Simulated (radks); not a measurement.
Problem. The xenon ion Xe44+, 10 electrons, occupied as [Ne]. Calculated with a radial shooting solver on a logarithmic mesh with Libxc functionals: Dirac Kohn-Sham, PBE, spin-unpolarised, spherical densities, finite nucleus; Fermi nuclear charge, rms radius 4.7859 fm. Some entries of the table are withheld. Estimate them.

orbital,occ.,eigenvalue (Ry),<1/r> (bohr^-1),r(max) (bohr)
1s1/2,2,-2746.853,58.15,(1)
2s1/2,2,-600.7072,13.87,0.09615
2p1/2,2,(2),13.81,0.07351
2p3/2,4,(3),12.71,0.07825
3s1/2,0,-248.2232,(4),0.2554
3p1/2,0,-241.3816,5.673,0.2393
3p3/2,0,-234.7362,5.379,0.2475
3d3/2,0,(5),5.244,(6)
3d5/2,0,(7),5.167,(8)

Solution. 
(1) 1s1/2 r(max) (bohr): 0.01715
(2) 2p1/2 eigenvalue (Ry): -580.3254
(3) 2p3/2 eigenvalue (Ry): -555.4131
(4) 3s1/2 <1/r> (bohr^-1): 5.733
(5) 3d3/2 eigenvalue (Ry): -225.9272
(6) 3d3/2 r(max) (bohr): 0.1915
(7) 3d5/2 eigenvalue (Ry): -224.2946
(8) 3d5/2 r(max) (bohr): 0.1938
